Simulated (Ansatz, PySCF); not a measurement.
Stretching the O3–H4 bond in BeH2O (SMILES [BeH][OH]) (multiplicity 1 held, fragments rigid). Energies count from the point at 0.952 Å.
Geometry at that point (charge 0, multiplicity 1):
```xyz
4

Be    -0.7841    -0.3530     0.0298
H     -1.9953    -0.8949     0.0798
O      0.5111     0.1852    -0.0736
H      1.0425     0.8250     0.3897
```

U- levels take the lowest unrestricted solution at each point, which mixes spins at long bonds. Active spaces are followed from a long bond inwards. Curves can end on different states.

Cores are frozen in the correlated methods. Rows in 6-31G* carry no dispersion term and start afresh at each structure (6-31G* with six Cartesian d functions).

Programs: Ansatz (Gaussian orbitals); PySCF for 6-31G* rows. Values without a source in brackets are computed.

Energies in kJ/mol.

| R (Å) | R-HF/6-31G* | U-PBE/aug-cc-pVTZ | U-B3LYP/6-31G* | FIC-MRCISD+Q on CASSCF(4,3)/aug-cc-pVTZ |
|---|---|---|---|---|
| 0.762 | 148 | 164 | 165 | 154 |
| 0.857 | 24 | 34 | 34 | 29 |
| 0.952 | 0 | 0 | 0 | 0 |
| 1.047 | 28 | 16 | 17 | 21 |
| 1.142 | 82 | 58 | 60 | 68 |
| 1.285 | 182 | 141 | 144 | 157 |
| 1.428 | 287 | 228 | 232 | 248 |
| 1.666 | 447 | 358 | 364 | 380 |
| 1.904 | 580 | 455 | 448 | 470 |
| 2.190 | 707 | 509 | 491 | 522 |
| 2.570 | 828 | 536 | 509 | 540 |
| 3.046 | 927 | 548 | 516 | 544 |

Doubts at one or more of the structures used: a restricted determinant that unrestricted orbitals would lower (R-HF/6-31G*); a spin-contaminated determinant (U-PBE/aug-cc-pVTZ, U-B3LYP/6-31G*); active orbitals that take no part (FIC-MRCISD+Q on CASSCF(4,3)/aug-cc-pVTZ).

Ansatz is a quantum-chemistry and plane-wave program.
